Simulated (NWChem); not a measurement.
C₂H₅GaO; SMILES C=[CH][GaH][OH]

```xyz
9

Ga    -0.4707    -0.5481     0.0000
H     -1.7252    -1.4744     0.0000
C     -0.4006     1.4050     0.0000
C      0.7520     2.0881     0.0000
H     -1.3331     1.9847     0.0000
H      0.7893     3.1847     0.0000
H      1.7288     1.5884     0.0000
O      1.0747    -1.4492     0.0000
H      1.8755    -0.9162     0.0000
```
Atoms are numbered in this order, from 1.

Results from NWChem. All runs use the structure optimised with PBE0/def2-SVP. GIAO values for the isolated, static molecule; σ is the absolute isotropic shielding, δ = σ(reference) − σ with the isolated reference molecule computed at the same levels (13C: tetramethylsilane, 1H: tetramethylsilane).

Task: Predict the results for PBE/pcSseg-1. Quantities: σ Ga1 (ppm); δ C3 (ppm); δ C4 (ppm); δ H5 (ppm); δ H6 (ppm); δ H7 (ppm); δ H9 (ppm).

Result: 
```json
{
 "σ Ga1 (ppm)": "1260.0",
 "δ C3 (ppm)": "148.9",
 "δ C4 (ppm)": "144.7",
 "δ H5 (ppm)": "6.71",
 "δ H6 (ppm)": "6.62",
 "δ H7 (ppm)": "6.12",
 "δ H9 (ppm)": "4.14"
}
```
